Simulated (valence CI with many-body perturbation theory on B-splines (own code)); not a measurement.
**Forbidden lines of Os4+**

Calculated by configuration interaction combined with many-body perturbation theory (CI+MBPT): four valence electrons over a frozen Dirac-Fock core [Xe] 4f14, a basis of 9 s, 9 p, 10 d, 8 f, 5 g, 3 h, 1 i functions for each j, with the one-electron correlation potential Σ1, the two-electron term Σ2, the three-electron term Σ3, Breit, model QED; selected CI, second order for the rest, scaled by the run's own slope (own B-spline code, finite nucleus).

Set against measurement, 53 paired levels are off by 751 cm⁻¹ on average, the worst by 1811. These come from a selection out of Palmeri et al., Atoms 14, 22 (2026). Levels without a partner in it may be off by more, other configurations by 1,000 to 8,000 cm⁻¹. Among the levels kept, up to 250 cm⁻¹ of a level comes from second order outside the variational space, and about a tenth of that is noise between levels of different J, which matters for small intervals. Only levels of the ground parity were solved; by the run's estimate the other parity begins above the list, which can be wrong where configurations are misplaced. 1 measured level below the end of the list, from 73849 cm⁻¹ on, found no clear computed partner, and computed levels of the same name lie up to 620 cm⁻¹ from them.

Lines 51 to 100 of 119 in falling wavelength, among levels below 119310 cm⁻¹, chosen from the decays that carry over 1 % of a level's rate. Wavelengths and rates use the calculated energies, so an error of 800 cm⁻¹ moves a line at 6970 Å by 5.6 % and its rate by three times that or more. Electric multipoles are in the length gauge, E1 and E2 with the static RPA response of the core. Weak lines are less certain than strong ones. Lines between different terms over intervals too small for the method are left out, as are lines whose strength nearly cancels and 1 of this kind that miss the measured wavelength by over 7 %.

Names give the largest LS component (configuration and term), which can be under half, so a name can repeat, a term be missing and a line seem to break the LS rules; names also repeat where a configuration has a term twice. Letters in brackets count levels of one name in rising energy.

| λ vac (Å) | λ from measured levels | Upper | Lower | Type | A (s⁻¹) | Branch % |
| --- | --- | --- | --- | --- | --- | --- |
| 6970 | 7075 | 5d⁴ ³D_1 | 5d⁴ ³F_2 [a] | M1 | 1.04e+01 | 15.6 |
| 6902 | 7116 | 5d⁴ ³P_0 [a] | 5d⁴ ⁵D_1 | M1 | 6.70e+01 | 100.0 |
| 6872 | 6801 | 5d⁴ ³H_6 | 5d⁴ ⁵D_4 | E2 | 1.65e-03 | 1.1 |
| 6824 | 6956 | 5d⁴ ¹F_3 | 5d⁴ ³F_3 [a] | M1 | 3.41e+00 | 8.5 |
| 6529 | 6775 | 5d⁴ ¹F_3 | 5d⁴ ³F_4 [a] | M1 | 1.09e+00 | 2.7 |
| 6157 | 6305 | 5d⁴ ³G_3 | 5d⁴ ⁵D_2 | M1 | 6.85e+00 | 35.9 |
| 6060 | 6134 | 5d⁴ ¹F_3 | 5d⁴ ³P_2 [a] | M1 | 6.01e+00 | 14.9 |
| 5969 | 6058 | 5d⁴ ³F_2 [b] | 5d⁴ ³D_1 | M1 | 9.71e+00 | 14.1 |
| 5955 | 6009 | 5d⁴ ³G_5 | 5d⁴ ³H_4 | M1 | 6.00e-01 | 3.2 |
| 5924 | 6128 | 5d⁴ ³F_2 [a] | 5d⁴ ⁵D_2 | M1 | 1.15e+01 | 43.4 |
| 5873 | 5925 | 5d⁴ ³G_4 | 5d⁴ ⁵D_4 | M1 | 2.84e+00 | 17.1 |
| 5820 | 6025 | 5d⁴ ³P_1 [a] | 5d⁴ ⁵D_2 | M1 | 3.91e+01 | 89.2 |
| 5756 | 5986 | 5d⁴ ¹F_3 | 5d⁴ ³G_4 | M1 | 4.42e+00 | 11.0 |
| 5725 | 5960 | 5d⁴ ³F_4 [b] | 5d⁴ ³G_5 | M1 | 7.58e+00 | 7.7 |
| 5262 | 5337 | 5d⁴ ³F_2 [b] | 5d⁴ ¹D_2 [a] | M1 | 8.61e+00 | 12.6 |
| 5260 | 5424 | 5d⁴ ¹G_4 [a] | 5d⁴ ³H_5 | M1 | 3.74e+00 | 10.2 |
| 5246 | 5312 | 5d⁴ ³G_4 | 5d⁴ ⁵D_3 | M1 | 8.71e-01 | 5.2 |
| 5240 | 5313 | 5d⁴ ³F_4 [a] | 5d⁴ ⁵D_4 | M1 | 8.88e+00 | 28.7 |
| 5142 | 5238 | 5d⁴ ³F_4 [b] | 5d⁴ ³D_3 | M1 | 2.14e+01 | 21.7 |
| 5097 | 5187 | 5d⁴ ³P_2 [b] | 5d⁴ ³P_1 [a] | M1 | 6.24e+00 | 13.0 |
| 5064 | 5207 | 5d⁴ ³F_3 [a] | 5d⁴ ⁵D_4 | M1 | 1.17e+01 | 66.0 |
| 5019 | 5113 | 5d⁴ ³P_2 [b] | 5d⁴ ³F_2 [a] | M1 | 2.11e+00 | 4.4 |
| 5017 | 5201 | 5d⁴ ³P_2 [a] | 5d⁴ ⁵D_3 | M1 | 3.41e+00 | 35.0 |
| 4983 | 5041 | 5d⁴ ¹G_4 [a] | 5d⁴ ³G_3 | M1 | 2.05e+00 | 5.6 |
| 4951 |  | 5d⁴ ¹S_0 [a] | 5d⁴ ³P_1 [a] | M1 | 6.92e+01 | 92.6 |
| 4939 | 5063 | 5d⁴ ³P_2 [c] | 5d⁴ ³P_2 [a] | E2 | 6.31e-01 | 1.3 |
| 4889 | 4957 | 5d⁴ ³D_1 | 5d⁴ ³P_0 [a] | M1 | 2.24e+01 | 33.7 |
| 4863 | 4996 | 5d⁴ ³P_2 [b] | 5d⁴ ³G_3 | M1 | 1.02e+01 | 21.1 |
| 4855 | 4978 | 5d⁴ ³F_2 [a] | 5d⁴ ⁵D_1 | M1 | 1.48e+01 | 55.9 |
| 4810 | 4917 | 5d⁴ ³F_2 [b] | 5d⁴ ³D_3 | M1 | 5.06e+00 | 7.4 |
| 4735 | 4815 | 5d⁴ ³F_4 [a] | 5d⁴ ⁵D_3 | M1 | 8.98e+00 | 29.1 |
| 4591 | 4727 | 5d⁴ ³F_3 [a] | 5d⁴ ⁵D_3 | M1 | 2.36e+00 | 13.3 |
| 4568 | 4625 | 5d⁴ ³F_4 [b] | 5d⁴ ³F_3 [a] | M1 | 1.99e+00 | 2.0 |
| 4506 | 4600 | 5d⁴ ³D_3 | 5d⁴ ⁵D_4 | M1 | 4.02e+00 | 8.1 |
| 4434 | 4544 | 5d⁴ ³F_4 [b] | 5d⁴ ³F_4 [a] | M1 | 1.62e+01 | 16.4 |
| 4318 | 4423 | 5d⁴ ¹F_3 | 5d⁴ ³G_3 | M1 | 6.19e+00 | 15.3 |
| 4304 | 4372 | 5d⁴ ³F_2 [b] | 5d⁴ ³F_3 [a] | M1 | 2.28e+01 | 33.3 |
| 4178 | 4272 | 5d⁴ ¹G_4 [a] | 5d⁴ ³H_4 | M1 | 3.96e+00 | 10.8 |
| 4138 | 4158 | 5d⁴ ³G_5 | 5d⁴ ⁵D_4 | M1 | 1.52e+00 | 8.1 |
| 4128 | 4222 | 5d⁴ ³D_3 | 5d⁴ ⁵D_3 | M1 | 9.15e+00 | 18.5 |
| 4063 | 4175 | 5d⁴ ³F_4 [b] | 5d⁴ ³G_4 | M1 | 2.48e+01 | 25.2 |
| 3852 | 3949 | 5d⁴ ³P_2 [c] | 5d⁴ ³P_1 [a] | M1 | 9.23e+00 | 19.2 |
| 3845 | 3954 | 5d⁴ ¹D_2 [a] | 5d⁴ ⁵D_3 | M1 | 3.73e+01 | 73.2 |
| 3807 | 3906 | 5d⁴ ³P_2 [c] | 5d⁴ ³F_2 [a] | M1 | 7.54e-01 | 1.6 |
| 3758 | 3856 | 5d⁴ ³P_2 [a] | 5d⁴ ⁵D_1 | M1 | 3.36e+00 | 34.4 |
| 3717 | 3838 | 5d⁴ ³P_2 [c] | 5d⁴ ³G_3 | M1 | 6.92e+00 | 14.4 |
| 3717 | 3838 | 5d⁴ ³P_2 [c] | 5d⁴ ³G_3 | E2 | 5.61e-01 | 1.2 |
| 3700 | 3820 | 5d⁴ ¹F_3 | 5d⁴ ³H_4 | M1 | 5.86e+00 | 14.5 |
| 3692 | 3828 | 5d⁴ ³F_4 [b] | 5d⁴ ³H_6 | E2 | 1.48e+00 | 1.5 |
| 3678 | 3756 | 5d⁴ ³D_3 | 5d⁴ ⁵D_2 | M1 | 1.40e+01 | 28.3 |
